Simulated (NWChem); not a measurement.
System: C$_{2}$H$_{3}$FN$_{2}$Si; SMILES F[Si@@H]1C=NC=N1

```xyz
9

F      0.0869     2.0120    -0.5606
Si     0.0010     0.7445     0.4272
C      1.2888    -0.6195     0.0640
N      0.6603    -1.7003    -0.2426
C     -0.7940    -1.4621    -0.2295
N     -1.3343    -0.3400     0.0440
H     -0.0491     1.2413     1.8204
H      2.3776    -0.6474     0.1043
H     -1.3755    -2.3526    -0.4762
```
Atoms are numbered in this order, from 1.

Program: NWChem. Geometry: optimised at B3LYP/6-31G* (spherical d).

### Question
Among these, which level gives the highest value of “dipole (D)”?
A. TPSSh/def2-TZVP
B. BLYP/def2-TZVP
C. Hartree-Fock/def2-TZVP
D. PBE/def2-TZVP

### Answer
C, Hartree-Fock/def2-TZVP. Values: PBE/def2-TZVP 1.61; BLYP/def2-TZVP 1.63; TPSSh/def2-TZVP 1.67; Hartree-Fock/def2-TZVP 2.04
